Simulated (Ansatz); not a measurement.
The same path of FGeH3 + H2 (7 atoms, charge 0, multiplicity 1) was run twice with different band settings. Lost on the way: Ge1–F2, H6–H7. Made: Ge1–H6, F2–H7.

The calculation used Ansatz 0.2.0, RKS PBE0/def2-SVP.

Relaxed end points:

```xyz
7
Properties=species:S:1:pos:R:3
Ge 0.523 0.000 -0.386
F -0.125 0.000 1.239
H 2.050 0.000 -0.238
H 0.001 1.275 -1.063
H 0.001 -1.275 -1.063
H -3.133 0.000 2.128
H -2.387 0.000 1.975
```

```xyz
7
Properties=species:S:1:pos:R:3
Ge -0.183 -0.308 -0.374
F -0.768 1.140 2.374
H 1.109 -0.520 0.424
H -0.339 1.161 -0.783
H -0.186 -1.207 -1.621
H -1.391 -0.722 0.498
H -1.312 0.456 2.075
```

Common settings: spring 5.0 eV/Å²; optimiser quadratic models (default); start path through a guess of the saddle point; force threshold 0.05 eV/Å; iteration limit 60; end points relaxed.

| run | movable images | climbing image |
| --- | --- | --- |
| 1 | 5 | yes |
| 2 | 4 | no |

Task: What does each run give, and how far can it be trusted?

Result: Run 1: converged after 18 iterations, highest image 1.848 eV above the first end. Neighbouring images differ by up to 1.4 eV, so the band resolves the path poorly. A vibrational analysis at the climbing image gives one clearly imaginary mode, 1171i cm⁻¹: a first-order saddle point.
Run 2: converged after 14 iterations, highest image 1.088 eV above the first end. No image climbed, so the highest image needn't sit at the top of the path. A band with more images between the same ends climbed to 1.85 eV, so this one has probably stepped over the top.
The orbitals stay closed-shell, which can raise the energy where a bond breaks towards radicals; this wasn't checked here.
